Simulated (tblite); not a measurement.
**Question.** Write Cartesian coordinates for `Cl[SiH2]S/C=C(\[SiH3])C#C` as optimised with GFN2-xTB.

**Answer.** 
```xyz
15
C4H7ClSSi2 angstrom
C     -3.1518    1.3795   -0.3770
C     -2.1766    0.6873   -0.2523
C     -1.0634   -0.1597   -0.0969
Si    -1.3577   -1.9984    0.2554
C      0.1656    0.3602   -0.2021
S      1.6164   -0.6096   -0.0227
Si     3.1255    0.8980   -0.3318
Cl     4.9015    0.0014   -0.1499
H     -4.0002    1.9866   -0.4854
H     -0.7385   -2.7807   -0.8150
H     -2.8064   -2.2028    0.2814
H     -0.7618   -2.3249    1.5511
H      0.3376    1.4082   -0.4044
H      2.9518    1.4396   -1.6722
H      2.9536    1.9232    0.6884
```

Any rigid rotation of these coordinates is as good. Atoms count from 1 in this order. The 3 C–C bonds span 1.202 Å (C1≡C2, drawn triple) to 1.407 Å (C2–C3, drawn single), a spread of 0.205 Å. Si4 (SiH3 silicon) is tetrahedral (angles from 107.0° to 110.9°). S6 (sulfur bonded to C and Si) is bent (angle 100.2°). Si7 (chlorine-bound silicon) is tetrahedral (angles from 107.2° to 111.6°).

Bonds between heavy atoms (Å): C1≡C2 1.202, C2–C3 1.407, C3–Si4 1.895, C3=C5 1.339, C5–S6 1.754, S6–Si7 2.155, Si7–Cl8 1.998.

The geometry is computed with GFN2-xTB (gas phase).

Its GFN2-xTB frequencies are all real (lowest 19 cm⁻¹). One conformer, not necessarily the lowest (C3–C5–S6–Si7 180°, C5–S6–Si7–Cl8 179°). 3 starts were optimised and ended at 0.00, 0.32 and 0.34 kcal/mol (GFN2-xTB); the lowest of these is shown.
